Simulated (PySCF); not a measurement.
A GIAO shielding run with PySCF 2.14.0 with density-fitted response routines (density fitting, non-relativistic, gas phase) on `InChI=1S/C4H8OSSi3/c1-2-4(6-3-1)9-7-5-8-9/h1-3,9H,7-8H2`:

```
$ OMP_NUM_THREADS=1 python probes_run.py task.json out

{"job": {"kind": "nmr", "xc": "PBE0", "basis": "pcSseg-1"}, "charge": 0, "multiplicity": 1}
C      2.870560     0.608616     0.747616
C      3.480798    -0.212958    -0.145375
S      2.346532    -1.062293    -1.116632
C      1.011820    -0.302065    -0.311429
Si    -0.751057    -0.697396    -0.804436
Si    -2.361141    -1.065163     0.865152
O     -3.120269     0.266648     0.221833
Si    -2.316505     1.042371    -1.009509
C      1.465130     0.554890     0.650482
H      3.402311     1.228543     1.447727
H      4.529461    -0.376033    -0.296219
H     -0.640021    -1.677838    -1.903354
H     -2.104441    -0.755149     2.271089
H     -3.324930    -2.156839     0.760619
H     -2.041140     2.397129    -0.531128
H     -3.255127     1.088707    -2.127486
H      0.801021     1.130861     1.271141
```

Hardware: 1 thread of an Arm Neoverse N1, shared host. The job also computes population analyses, field gradients, ring-centre shieldings.

Q: How large is the calculation?

A: 98 electrons, 221 basis functions and 1241 auxiliary functions.

Q: How long does it take, and how much memory does it need?

A: 84 s of wall time, with 15 SCF cycles and 5 response iterations; peak memory 1.1 GiB. Times on a shared host scatter by some tens of per cent.
